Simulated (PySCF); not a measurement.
Computed shifts of a molecule C3H10OSi2, PBE/pcSseg-1 run with PySCF, GIAO, gas phase, atoms alike by connectivity averaged where their shifts nearly agree, in ppm (number of nuclei): ¹³C: 238.9 (1), 42.7 (1), -16.0 (1). ²⁹Si: -62.3 (1), -70.7 (1). ¹H: 4.80 (1), 4.39 (1), 4.37 (3), 2.70 (3), 0.81 (1), -0.05 (1). References: ¹³C against TMS (σ = 182.0 ppm); ¹⁷O against H2O (σ = 334.3 ppm); ²⁹Si against TMS (σ = 335.4 ppm); ¹H against TMS (σ = 31.49 ppm), references at their B3LYP-D3(BJ)/def2-TZVP geometries, non-relativistic. Coordinates come from a PBE0-D3(BJ)/def2-SVP optimisation. Other conformers were not sampled.

Question: Identify the compound among the candidates.
A) O[C@H]1C[Si@@H]([SiH3])C1
B) [SiH3]C[C@@H]1CO[SiH2]1
C) CC1(O)[SiH2]C[SiH2]1
D) CC(=O)[SiH2]C[SiH3]

Answer: D, CC(=O)[SiH2]C[SiH3]
